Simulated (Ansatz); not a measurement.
Cost and result for the atomization energy of CH4BBrSi (`BrB1C[SiH2]1`) (8 atoms, 8 bonds).

The species carries charge 0 and has multiplicity 1. Correlated methods include outer-core shells of Br, which these sets cover unevenly. Scalar relativity is left out up to krypton. The geometry is a stationary point of PBE0-D4/def2-TZVP. Program: Ansatz. All runs use 2 threads of an Arm Neoverse V2 on a shared host. Times are those of one run each, without the atoms' runs, and a repeat can differ threefold. Electronic energies, without spin–orbit coupling; frozen cores. CCSD(T)/CBS adds CCSD(T) − MP2 in def2-TZVPP to the MP2 limit, and its time is that of the two runs behind it. T1 = 0.012. With those shells the extrapolation isn't a true limit. HSE06 is the plane-wave form, built on full-range PBE exchange.

CCSD(T)/CBS is a level of theory with its own doubt, some kJ/mol a heavy atom from the limit and from the frozen cores, so smaller differences don't rank the functionals.

```json
{"level": "BLYP-D4/def2-TZVPP", "functions": "208", "wall time": "2.6 s", "atomization (kcal/mol)": "632.9", "difference from CCSD(T)/CBS": "-3.9", "per bond": "-0.5"}
{"level": "PBE0-D4/def2-TZVPP", "functions": "208", "wall time": "3.7 s", "atomization (kcal/mol)": "644.1", "difference from CCSD(T)/CBS": "7.3", "per bond": "0.9"}
{"level": "BHLYP-D4/def2-TZVPP", "functions": "208", "wall time": "4.1 s", "atomization (kcal/mol)": "622.3", "difference from CCSD(T)/CBS": "-14.5", "per bond": "-1.8"}
{"level": "HSE06-D4/def2-TZVPP", "functions": "208", "wall time": "4.2 s", "atomization (kcal/mol)": "644.6", "difference from CCSD(T)/CBS": "7.8", "per bond": "1.0"}
{"level": "CAM-B3LYP-D4/def2-TZVPP", "functions": "208", "wall time": "4.3 s", "atomization (kcal/mol)": "637.0", "difference from CCSD(T)/CBS": "0.2", "per bond": "0.0"}
{"level": "CCSD(T)/def2-SVP", "functions": "98", "wall time": "5.5 s", "atomization (kcal/mol)": "602.5", "difference from CCSD(T)/CBS": "-34.3", "per bond": "-4.3"}
{"level": "r2SCAN-D4/def2-TZVPP (with forces)", "functions": "208", "wall time": "6 s", "atomization (kcal/mol)": "646.4", "difference from CCSD(T)/CBS": "9.6", "per bond": "1.2"}
{"level": "ωB97X-V/def2-TZVPP", "functions": "208", "wall time": "9.5 s", "atomization (kcal/mol)": "640.0", "difference from CCSD(T)/CBS": "3.2", "per bond": "0.4"}
{"level": "B97M-V/def2-TZVPP", "functions": "208", "wall time": "12 s", "atomization (kcal/mol)": "646.2", "difference from CCSD(T)/CBS": "9.4", "per bond": "1.2"}
{"level": "ωB97M-V/def2-TZVPP (with forces)", "functions": "208", "wall time": "15 s", "atomization (kcal/mol)": "639.3", "difference from CCSD(T)/CBS": "2.5", "per bond": "0.3"}
{"level": "MP2/def2-QZVPP", "functions": "393", "wall time": "22 s", "atomization (kcal/mol)": "641.4", "difference from CCSD(T)/CBS": "4.6", "per bond": "0.6"}
{"level": "CCSD(T)/def2-TZVPP", "functions": "208", "wall time": "110 s", "atomization (kcal/mol)": "620.0", "difference from CCSD(T)/CBS": "-16.8", "per bond": "-2.1"}
{"level": "CCSD(T)/CBS(def2)", "functions": "–", "wall time": "2.1 min", "atomization (kcal/mol)": "636.8", "difference from CCSD(T)/CBS": "0.0", "per bond": "0.0"}
```

From BLYP to BHLYP (50 % exact exchange), in def2-TZVPP and without D4, the atomization energy moves by −7.0 kcal/mol: exact exchange takes away binding that semilocal exchange gives to molecules. The D4 term adds +7.0 kcal/mol with B3LYP and +3.6 kcal/mol with PBE0; it sums over pairs of atoms, weighted by their polarisabilities, and B3LYP, whose exchange is more repulsive, gets the larger term. Leaving LDA and LC-ωPBE aside and taking each functional with its dispersion term where it has one, the values, not all of them listed here, spread over 30.1 kcal/mol, from BHLYP-D4 to PBE-D4. LDA lies +82.7 kcal/mol from PBE without D4, its usual overbinding.

B3LYP here is the variant with VWN-RPA as its local correlation; programs differ in this.
